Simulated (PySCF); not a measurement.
# Working out the ionisation energy of Cr²⁺

Cr²⁺ [Ar] 3d4 (5D) → Cr³⁺ [Ar] 3d3 (4F). All numbers are calculated (PySCF 2.14, the spin-free X2C one-electron Hamiltonian (Gaussian nucleus), in aug-cc-pVDZ-DK). Frozen: [Ar]. Energies in hartree (1 hartree = 27.21139 eV):

```
             part  Cr²⁺ (lower)  Cr³⁺ (upper)
              UHF  -1048.879166  -1047.779628
MP2 opposite-spin      0.000000      0.000000
    MP2 same-spin     -0.031938     -0.011032
```

What does Hartree-Fock give?

(-1047.779628) − (-1048.879166) = 1.099538 hartree = 29.920 eV.

What do MP2 and SCS-MP2 (6/5 opposite-spin, 1/3 same-spin) give?

The opposite-spin parts differ by 0.000 eV and the same-spin parts by 0.569 eV. MP2: 29.920 + (0.000) + (0.569) = 30.489 eV. SCS-MP2: 29.920 + 1.2 × (0.000) + (0.569)/3 = 30.110 eV.

Reference: 30.959 ± 0.025 eV (measured; NIST Atomic Spectra Database, ionization energies), between the lowest levels; spin-orbit coupling is absent from the calculation.

A double-zeta basis recovers only part of the correlation energy.

What remains against the reference includes basis incompleteness, the frozen core and correlation beyond second order.
